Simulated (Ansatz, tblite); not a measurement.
[MO2(OH)2] with several metals: vertical IE (eV) at several levels, gas phase, relaxed structures; Ansatz, xTB through tblite. Core potentials for Nb, Ta in the def2 sets, no spin–orbit coupling. Raw xTB energies of ions are shifted by several eV. Names give formal oxidation states. The structures are stationary points that may keep the symmetry of their start. Remarks come from the PBE and PBE0 runs and from stability tests at other levels; not every state was tested. HOMO above LUMO (over both spins in singlets and doublets, within one spin in higher multiplets; at PBE or PBE0), or a gap under 0.15 eV within one spin, warns that the state may not be the lowest or that an electron is smeared out.

| species | state | geometry | GFN1-xTB | PBE-D4/def2-TZVPD | PBE0-D4/def2-TZVPD | remarks |
| --- | --- | --- | --- | --- | --- | --- |
| [VO2(OH)2]- (VO4H2⁻) | singlet to doublet | PBE-D4/def2-SVPD | 11.70 | 4.51 | 4.73 | restricted SCF unstable in HF, spin-contaminated (⟨S²⟩ up to 0.83) (neutral doublet) |
| [NbO2(OH)2]- (NbO4H2⁻) | singlet to doublet | r2SCAN-D4/def2-SVPD | 9.66 | 4.37 | 4.52 | gap within one spin near zero at PBE or PBE0 (neutral doublet) |
| [TaO2(OH)2]- (TaO4H2⁻) | singlet to doublet | PBE-D4/def2-SVPD | 9.49 | 4.25 | 4.38 | – |

(1) Estimate the column for r2SCAN-D4/def2-TZVPD.

(1) [VO2(OH)2]- (VO4H2⁻) 4.59; [NbO2(OH)2]- (NbO4H2⁻) 4.37; [TaO2(OH)2]- (TaO4H2⁻) 4.24.

Over the 3 species that have every level, the mean is 10.29 at GFN1-xTB, 4.38 at PBE-D4/def2-TZVPD, 4.40 at r2SCAN-D4/def2-TZVPD, 4.54 at PBE0-D4/def2-TZVPD.
